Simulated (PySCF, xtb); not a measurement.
C3H6N2Si, SMILES N#CC/C=N/[SiH3]. One conformer was computed; it need not be the lowest.

Harmonic wavenumbers (cm⁻¹) from GFN2-xTB (xtb) at its own minimum, in rising order: 45, 103, 157, 165, 228, 377, 383, 503, 557, 603, 750, 759, 798, 801, 860, 944, 994, 1052, 1102, 1230, 1335, 1392, 1776, 2221, 2289, 2301, 2411, 2835, 2943, 2981.

Task: What does PySCF with PBE-D3(BJ)/def2-SVP give at its own minimum? (An estimate is asked for; the answer gives what the named calculation found.)

Result: 49, 99, 160, 170, 232, 352, 374, 507, 657, 677, 732, 810, 900, 906, 913, 957, 976, 1033, 1150, 1227, 1342, 1356, 1722, 2123, 2187, 2191, 2298, 2884, 2965, 3047. Paired by order, the mean absolute difference is 44 cm⁻¹ and the zero-point energies are 49.9 and 50.0 kcal/mol.
